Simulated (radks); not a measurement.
Ionisation of the bismuth ion Bi2+, [Hg] 6p1, to [Hg] as the strength of local exchange is varied. Method: Dirac Kohn-Sham, Slater X-alpha exchange (alpha = 2/3 is LDA exchange), no correlation, spin-unpolarised, spherical densities, finite nucleus; open shells are shared between the two j in proportion to 2j + 1; Fermi nuclear charge, rms radius 5.5211 fm; computed with a radial shooting solver on a logarithmic mesh with Libxc functionals.

alpha  E(Bi2+) (hartree)  exchange (hartree)  IE (eV)  -e of the level emptied (eV)  <r> of it (bohr)
0.593        -21512.1514           -335.2816   21.964                16.956 (6p3/2)             2.762
0.652        -21545.5363           -369.2238   22.569                17.506 (6p3/2)             2.724
0.667        -21554.0324           -377.8700   22.724                17.648 (6p3/2)             2.715
0.717        -21582.3775           -406.7400   23.245                18.122 (6p3/2)             2.685
0.946        -21712.6822           -539.9311   25.705                20.377 (6p3/2)             2.557
0.953        -21716.6779           -544.0274   25.782                20.448 (6p3/2)             2.553
0.976        -21729.8116           -557.4973   26.036                20.681 (6p3/2)             2.541
1.005        -21746.3830           -574.5037   26.358                20.978 (6p3/2)             2.526

NIST Atomic Spectra Database: 25.571 eV (measured). The Delta-SCF value meets it near alpha = 0.93. Spin polarisation and multiplet splitting are left out, so open shells lie too high by an amount that depends on their filling. Sharing an open shell by 2j + 1 raises it above the true ground level by a part of the spin-orbit splitting, which enters the differences from NIST.

Beside tabulated values, note that spin-unpolarised runs miss the spin-polarisation part of the exchange energy of open shells.
